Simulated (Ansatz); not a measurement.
System: CH₅AlO, net charge 0, singlet state. SMILES: C[O][AlH2]
Coordinates optimised at B3LYP-D3(BJ)/def2-TZVP (Ansatz, a program for electronic structure):
```xyz
8

C     -1.6248    -0.2549    -0.3188
O     -0.2819    -0.5433    -0.0121
Al     1.1181     0.3774     0.2019
H     -1.8016     0.8191    -0.4490
H     -1.9127    -0.7642    -1.2427
H     -2.2749    -0.6146     0.4834
H      2.4281    -0.4185     0.5458
H      1.0297     1.9468     0.0473
```
Charge 0, spin multiplicity 1.

Atomisation energy built up term by term with Ansatz (kcal/mol; UHF references for open shells; valence terms freeze the core; atomic spin-orbit terms are left out). Basis-set limits of correlation are two-point, X^-3; Hartree-Fock from the larger set (for Q and 5 zeta extrapolated as (X+1)exp(-9√X)).

```csv
term,basis,kcal/mol
Hartree-Fock,"CBS(cc-pV(Q+d)Z,cc-pV(5+d)Z)",480.30
CCSD correlation,"CBS(cc-pV(Q+d)Z,cc-pV(5+d)Z)",158.31
(T),"CBS(cc-pV(Q+d)Z,cc-pV(5+d)Z)",8.27
core correlation,cc-pwCVTZ,0.73
scalar relativity (X2C),cc-pVTZ-DK against cc-pVTZ,-0.95
sum: De,,646.6
```

(T) makes 1.3 % of the CCSD(T) atomisation energy; under 5 % is typical of single-reference molecules.
